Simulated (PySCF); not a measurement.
Energy of Ag⁻ (silver, charge -1) between two integer charges

The 5s beta orbital of [Kr] 4d10 5s2 is emptied in steps (occupation f), with all orbitals relaxed, ending at [Kr] 4d10 5s1. All numbers are calculated (PySCF 2.14, scalar relativity through the core potential, in aug-cc-pVDZ-PP with ECP28MDF (5s5p4d2f, 54 functions)). The exact energy is a straight line in f; departures are measured from the line between the end points of the same method.

Q: Among LDA, PBE, PBE0, r2SCAN, LC-wPBE, BHandHLYP, B3LYP, r2SCAN0, which shows the largest delocalisation error (convex curve), and which is closest to linear?

A: Most convex: LDA (-0.660 eV at f = 0.5); closest to linear: LC-wPBE (0.067 eV).

| f | LDA (eV) | PBE (eV) | PBE0 (eV) | r2SCAN (eV) | LC-wPBE (eV) | BHandHLYP (eV) | B3LYP (eV) | r2SCAN0 (eV) |
| --- | --- | --- | --- | --- | --- | --- | --- | --- |
| 1 | 0.000 | 0.000 | 0.000 | 0.000 | 0.000 | 0.000 | 0.000 | 0.000 |
| 0.75 | -0.479 | -0.457 | -0.306 | -0.405 | 0.059 | -0.194 | -0.359 | -0.274 |
| 0.5 | -0.660 | -0.631 | -0.422 | -0.553 | 0.067 | -0.272 | -0.497 | -0.373 |
| 0.25 | -0.508 | -0.488 | -0.326 | -0.425 | 0.044 | -0.214 | -0.385 | -0.286 |
| 0 | 0.000 | 0.000 | 0.000 | 0.000 | 0.000 | 0.000 | 0.000 | 0.000 |

```tsv
method	E(f=0) − E(f=1) (eV)	−ε at f=1 (eV)	−ε at f=0.5 (eV)
LDA	1.666	-0.789	1.587
PBE	1.396	-0.948	1.314
PBE0	1.146	-0.423	1.093
r2SCAN	1.266	-0.814	1.224
LC-wPBE	0.822	1.203	0.783
BHandHLYP	1.019	0.041	0.968
B3LYP	1.385	-0.458	1.316
r2SCAN0	1.111	-0.293	1.087
```

At f = 1 the orbital energy is positive for LDA, PBE, PBE0, r2SCAN, B3LYP, r2SCAN0: only the finite basis holds the electron.

Reference removal energy between the ground levels: 1.304 eV (measured; photodetachment measurements, as compiled on the Wikipedia data page of electron affinities).
